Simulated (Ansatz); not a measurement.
Reaction (formal hydrolysis of a Mo–O bond): `C[O][Mo]([F])([F])([F])([Cl])[O]C` + H₂O → `C[O][Mo]([OH])([F])([F])([F])[Cl]` + CH₃OH

Isolated molecules relaxed with PBE0-D4/def2-TZVP in Ansatz; ΔE leaves out vibrations. CCSD(T)/CBS adds triple-zeta CCSD(T) − MP2 to the extrapolated MP2 energy (def2 sets, frozen cores). This one scheme is used for every species. DFT in def2-TZVPP. def2 core potentials past Kr. For Mo outer-core shells are correlated without core-valence functions, which leaves a few kJ/mol of doubt a bond. Each species was taken in one conformer, which may not be the lowest.

`C[O][Mo]([F])([F])([F])([Cl])[O]C`:

Cartesian coordinates in Å:
```
C 1.603 -2.240 0.454
O 1.093 -0.953 0.282
Mo -0.237 -0.075 -0.573
F 0.808 1.309 -1.253
F -1.341 -1.451 0.015
F -1.737 0.508 -1.507
Cl 0.314 -1.223 -2.508
O -0.686 1.112 0.733
C -1.162 2.429 0.726
H 2.434 -2.202 1.160
H 1.944 -2.611 -0.519
H 0.807 -2.888 0.833
H -0.405 3.073 0.267
H -2.084 2.473 0.137
H -1.350 2.739 1.754
```

H₂O:

Cartesian coordinates in Å:
```
O -0.057 0.375 0.089
H 0.447 -0.273 0.586
H -0.390 -0.102 -0.675
```

`C[O][Mo]([OH])([F])([F])([F])[Cl]`:

Z-matrix (Å, degrees):
```
Mo
F 1 1.846
O 1 1.794 2 95.0
F 1 1.853 2 92.4 3 -169.2
Cl 1 2.317 2 171.5 3 103.7
O 1 1.871 2 93.5 3 -86.5
F 1 1.846 2 84.3 3 101.4
C 3 1.393 1 144.2 2 -141.4
H 6 0.964 1 119.0 2 -89.4
H 8 1.096 3 108.0 1 -58.8
H 8 1.094 3 108.6 1 60.2
H 8 1.091 3 109.0 1 -179.1
```

CH₃OH:

Cartesian coordinates in Å:
```
C -0.256 -0.229 0.094
O 0.503 0.957 0.136
H -1.022 -0.146 0.866
H 0.348 -1.120 0.308
H -0.759 -0.369 -0.870
H 1.186 0.906 -0.535
```

CCSD(T)/CBS gives +9.3 kcal/mol.

Another level gave +7.7 kcal/mol. Which?
A. CAM-B3LYP-D4/def2-TZVPP
B. MP2/def2-TZVPP
C. HF/def2-TZVPP
D. BLYP/def2-TZVPP

A. CAM-B3LYP-D4 7.7, BLYP 6.7, MP2/def2-TZVPP 10.5, HF/def2-TZVPP 5.6 kcal/mol.

What do rigid-rotor, harmonic-oscillator terms from PBE0-D4/def2-TZVP frequencies (298.15 K, 1 bar) make of the CCSD(T)/CBS value? (An estimate is asked.)

Ansatz gave: ΔZPE = +1.1 kcal/mol, ΔH = +9.6 kcal/mol, ΔS = 13 J/(mol·K), ΔG = +8.6 kcal/mol. Modes under 50 cm⁻¹ make the entropy rough.

Largest T1 diagnostic among the species: 0.025, so the coupled-cluster value is less sure than usual.

In def2-TZVPP, CCSD(T) changes the Hartree–Fock value by +3.2 kcal/mol (the triples alone add +0.7 kcal/mol) and MP2 by +4.9 kcal/mol. The D4 term adds +1.4 kcal/mol with B3LYP and +0.9 kcal/mol with PBE0; it sums over pairs of atoms, weighted by their polarisabilities, and B3LYP, whose exchange is more repulsive, gets the larger term. Leaving LDA and LC-ωPBE aside and taking each functional with its dispersion term where it has one, the values, not all of them listed here, spread over 1.4 kcal/mol, from ωB97X-V to BLYP-D4. LDA lies +1.5 kcal/mol from PBE without D4.

CCSD(T)/CBS has its own doubt, a few kJ/mol and more with outer-core shells, so smaller differences from it don't rank the levels.

B3LYP here is the variant with VWN-RPA as its local correlation; programs differ in this.
